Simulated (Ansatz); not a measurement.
C$_{2}$H$_{6}$OSi (`CC(=O)[SiH3]`), relaxed with RKS PBE0-D4/def2-TZVP in Ansatz from a PBE-D4/def2-SVP geometry. The force threshold is 0.005 eV/Å; the program also tests the step.

Total charge 0; spin multiplicity 1.

Start:

```xyz
10

C     1.162   -0.152   -0.965
C    -0.228   -0.495   -0.475
O    -0.947   -1.311   -1.033
Si   -0.967    0.375    1.119
H     1.906   -0.354   -0.165
H     1.409   -0.736   -1.873
H     1.228    0.937   -1.178
H    -2.225    1.082    0.701
H    -0.028    1.362    1.765
H    -1.310   -0.707    2.104
```

| step | energy (eV) | largest force (eV/Å) | largest move (Å) |
| --- | --- | --- | --- |
| 1 | -12089.6421 | 0.925 | 0.000 |
| 2 | -12089.6808 | 0.142 | 0.040 |
| 3 | -12089.6833 | 0.041 | 0.010 |
| 4 | -12089.6834 | 0.014 | 0.004 |
| 5 | -12089.6834 | 0.008 | 0.002 |
| 6 | -12089.6834 | 0.006 | 0.001 |
| 7 | -12089.6834 | 0.001 | 0.001 |

End:

```xyz
10

C     1.149   -0.148   -0.952
C    -0.229   -0.488   -0.466
O    -0.930   -1.298   -1.027
Si   -0.966    0.368    1.109
H     1.879   -0.349   -0.160
H     1.396   -0.722   -1.846
H     1.211    0.925   -1.162
H    -2.202    1.077    0.695
H    -0.015    1.335    1.722
H    -1.293   -0.700    2.086
```

Run time 14 s (2 threads of an Intel Xeon 6975P-C on a shared host); peak host memory 0.36 GiB.
